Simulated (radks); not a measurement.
All-electron atom: Pr IV in [Xe] 4f2. All-electron calculation, Dirac Kohn-Sham, exchange-only PBE, spin-unpolarised, spherical densities, finite nucleus; open shells are shared between the two j in proportion to 2j + 1; Fermi nuclear charge, rms radius 4.8919 fm. Program: a radial shooting solver on a logarithmic mesh with Libxc functionals. Some entries of the table are withheld. Estimate them.

orbital,occ.,eigenvalue (eV),<r> (bohr),<r^2> (bohr^2)
1s1/2,2,-41804.36,0.02409,0.0007896
2s1/2,2,-6746.957,(1),0.01247
2p1/2,2,-6378.470,0.08605,0.009131
2p3/2,4,-5896.230,0.09236,0.01039
3s1/2,2,-1478.918,0.2720,(2)
3p1/2,2,-1322.153,0.2617,0.07964
3p3/2,4,-1226.640,0.2740,0.08708
3d3/2,4,-952.9734,0.2453,0.07096
3d5/2,6,-932.3902,0.2491,0.07307
4s1/2,2,-317.1537,0.6214,0.4359
4p1/2,2,-258.4191,(3),0.4642
4p3/2,4,-237.7236,(4),0.5049
4d3/2,4,-141.1827,0.7175,(5)
4d5/2,6,-137.5296,0.7272,(6)
5s1/2,2,-64.1957,1.471,2.425
5p1/2,2,-47.8977,1.635,3.016
5p3/2,4,-44.7833,1.711,3.302
4f5/2,0.857143,-28.6307,1.014,1.324
4f7/2,1.14286,-28.2320,1.023,1.350
5d3/2,0,-23.1839,2.339,6.256
5d5/2,0,-22.8641,2.370,6.421
6s1/2,0,-20.7479,3.365,12.56

Answer. 
(1) 2s1/2 <r> (bohr): 0.1026
(2) 3s1/2 <r^2> (bohr^2): 0.08469
(3) 4p1/2 <r> (bohr): 0.6388
(4) 4p3/2 <r> (bohr): 0.6664
(5) 4d3/2 <r^2> (bohr^2): 0.5970
(6) 4d5/2 <r^2> (bohr^2): 0.6133
